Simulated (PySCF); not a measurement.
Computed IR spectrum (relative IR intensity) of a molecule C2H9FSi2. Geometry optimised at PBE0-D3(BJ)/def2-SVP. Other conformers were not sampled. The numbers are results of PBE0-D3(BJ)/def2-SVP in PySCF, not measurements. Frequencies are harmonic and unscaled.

Lines under 2 % of the strongest are left out, and lines within 2 cm⁻¹ are merged.

```csv
ν (cm⁻¹),relative intensity
411,8.4
427,2.3
503,2.5
611,2.8
673,2.4
733,8.9
771,23
776,61
846,11
898,100
925,10
950,35
985,3.2
993,3.1
1065,7.9
1475,3.4
2201,28
2210,22
2226,43
2236,53
3050,11
3140,5.7
3146,5.7
```

Question: Which molecule gave these data?
A) CC[Si@H](F)[SiH3]
B) CC[SiH2][SiH2]F
C) C[SiH2][Si@H](C)F
D) C[SiH](C)[SiH2]F

Answer: B, CC[SiH2][SiH2]F
